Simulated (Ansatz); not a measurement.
The first iterations of a band of a periodic cell of 17 atoms, Li16H (host Li, host structure bcc, interstitial H).

Method: DFT LDA, scalar-relativistic, plane waves, PAW (Ansatz). Settings: cutoff 420 eV, k mesh 3x3x3, fermi-dirac smearing 0.1 eV, no spin polarisation.

```json
{
  "movable images": "5",
  "climbing image": "yes",
  "spring": "2.0 to 10.0 eV/Å², energy-weighted",
  "optimiser": "quadratic models (default)",
  "start path": "straight line",
  "force threshold": "0.05 eV/Å",
  "iteration limit": "80",
  "end points": "relaxed"
}
```

Initial state:

```xyz
17
Lattice="6.9800 0.0000 0.0000 0.0000 6.9800 0.0000 0.0000 0.0000 6.9800" Properties=species:S:1:pos:R:3
Li 0.018 0.000 0.155
Li 3.357 0.003 -0.108
Li -0.056 3.488 0.057
Li 0.018 0.000 3.333
Li 1.867 1.850 1.745
Li 3.596 3.492 -0.052
Li 3.357 0.003 3.596
Li 5.225 1.567 1.745
Li -0.056 3.488 3.433
Li 1.869 5.143 1.745
Li 1.648 1.825 5.235
Li 3.596 3.492 3.541
Li 5.229 5.426 1.745
Li 5.280 1.695 5.235
Li 1.649 5.165 5.235
Li 5.278 5.294 5.235
H 6.141 0.007 1.744
```

Final state:

```xyz
17
Lattice="6.9800 0.0000 0.0000 0.0000 6.9800 0.0000 0.0000 0.0000 6.9800" Properties=species:S:1:pos:R:3
Li -0.150 0.001 -0.019
Li 3.635 0.001 -0.020
Li -0.058 3.488 0.058
Li 0.105 0.003 3.624
Li 1.746 1.697 1.704
Li 3.545 3.488 0.058
Li 3.379 0.003 3.624
Li 5.235 1.561 1.751
Li 0.042 3.493 3.383
Li 1.746 5.292 1.705
Li 1.744 1.830 5.329
Li 3.444 3.493 3.382
Li 5.235 5.432 1.748
Li 5.234 1.848 5.116
Li 1.744 5.160 5.327
Li 5.234 5.147 5.115
H 5.232 0.007 0.823
```

| iteration | highest image above the first end (eV) | largest band force component (eV/Å) |
| --- | --- | --- |
| 1 | 0.162 | 0.580 |
| 2 | 0.104 | 0.140 |
| 3 | 0.036 | 0.256 |
| 4 | 0.016 | 1.468 |
| 5 | 0.004 | 0.115 |
| 6 | 0.003 | 0.382 |
| 7 | 0.004 | 1.050 |

Problem. Does the band converge within its limit, and where does its top end?

Solution. The forces met the threshold. It ended after 23 iterations with the highest image 0.004 eV above the first end. The top lies less than 8 meV above the higher end, about what the thresholds resolve: that end is a shoulder or a very shallow well. By the program's own check the climbing image is of a kind that is not told: the force calls were inconclusive, a negative curvature could not be distinguished from the path's own, the only one lies far off the path, or fixed occupations may fill a level only in part (lowest curvatures found: -0.08 and 0.12 eV/Å²). Limits of this set-up: coarse k mesh, odd electron count without spin.

Run time: 7.1 min on 2 CPU threads of a shared host.
